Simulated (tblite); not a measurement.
HBe, charge +1, singlet, at a GFN2-xTB geometry (such geometries of metal compounds can be far from the true shape); GFN1-xTB with ALPB(water) run with tblite 0.6.0.

Here is a job for tblite.
```
$ tblite run mol.xyz --method gfn1 --charge 1 --spin 0 --alpb water --json tblite.json --no-restart

# file mol.xyz
2

Be    -0.00000000    -0.00000000    -0.27954705
H      0.00000000     0.00000000     1.11818818
```

### Question
Predict the main parts of the log of this tblite run.

### Answer

```
xTB calculator
 | screened Coulomb repulsion
 | Coulomb electrostatics
 |  * isotropic Klopman-Ohno-Mataga-Nishimoto electrostatics
 |  * onsite third-order electrostatics
 | DFT-D3(BJ) dispersion correction
 | Interactions (3)
 | [1] alpb/gbsa reaction field model
 | [2] cds contribution to solvation
 | [3] empirical free energy shift and standard state/solvent correction

halogen bonding energy    0.0000000000000E+00 Eh
repulsion energy          4.5521857934415E-03 Eh
dispersion energy        -1.3011348156617E-04 Eh
interaction energy       -4.0257388379167E-02 Eh
number of electrons       2.0000000000000E+00 e
integral cutoff           3.8372252746362E+01 bohr

------------------------------------------------------------
  cycle        total energy    energy error   density error
------------------------------------------------------------
      1    -0.8298677232107  -7.9403241E-01   7.3115455E-01
      2    -0.8786085486118  -4.8740825E-02   2.6314765E-01
      3    -0.8831352218061  -4.5266732E-03   4.3414915E-02
      4    -0.8833309910373  -1.9576923E-04   5.3087226E-02
      5    -0.8835536054416  -2.2261440E-04   7.4894217E-03
      6    -0.8835579156478  -4.3102062E-06   4.9540813E-04
      7    -0.8835579341271  -1.8479312E-08   3.7473786E-06
------------------------------------------------------------

electronic energy        -8.4772261805985E-01 Eh
total energy             -8.8355793412714E-01 Eh

Post processing:
 | Mayer-Wiberg bond orders

[Info] JSON dump of results written to 'tblite.json'
```
